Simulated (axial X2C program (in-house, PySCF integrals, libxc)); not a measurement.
## InBi⁻ with a deliberately poor setting

Computed with an in-house all-electron X2C program for linear molecules (integrals from PySCF).

Input file and command:
```json
{"zs": [83, 49], "q": -1, "bas": ["dyall-av2z", "dyall-av2z"], "levels": ["PBE0", "HF", "B97-3", "PW91"], "cc": false, "r0": 2.93, "npts": 10, "nst": 2, "ntry": 6, "opt": {"auxb": 6.0}}
```
```bash
python so2c.py task.json out
```

Keys: zs atomic numbers; q charge; bas basis sets; levels methods; cc coupled cluster on or off; r0 starting distance in Å; npts points on the curve; nst determinants followed; ntry starts of the search; auxb ratio of fitting exponents. HF also brings MP2.

One numerical setting was spoiled on purpose. Which, and what came out?

Density fitting set too sparse. States: spin-free M_S = 1/2, Λ = 1; 2c Ω = 3/2. The apparent results, which are not to be taken for properties of InBi⁻:

| Hamiltonian | level | points converged | Re (Å) | ωe (cm⁻¹) | De (eV) | curve-fit residual (μEh) |
| --- | --- | --- | --- | --- | --- | --- |
| spin-free | PBE0 | 10 of 10 | 2.782 | 167 | 2.94 | 1.2 |
| spin-free | HF | 10 of 10 | 2.672 | 205 | 3.31 | 3.8 |
| spin-free | MP2 | 10 of 10 | 2.630 | 219 | 4.85 | 9.1 |
| spin-free | B97-3 | 10 of 10 | 2.809 | 162 | 2.88 | 1.1 |
| spin-free | PW91 | 10 of 10 | 2.880 | 144 | 2.47 | 1.6 |
| 2c | PBE0 | 10 of 10 | 2.794 | 161 | 2.90 | 1.2 |
| 2c | HF | 8 of 10 | 2.669 | 204 | 3.45 | 2.1 |
| 2c | MP2 | 8 of 8 | 2.636 | 214 | 4.90 | 10 |
| 2c | B97-3 | 10 of 10 | 2.822 | 155 | 2.80 | 1.4 |
| 2c | PW91 | 10 of 10 | 2.900 | 137 | 2.43 | 1.5 |
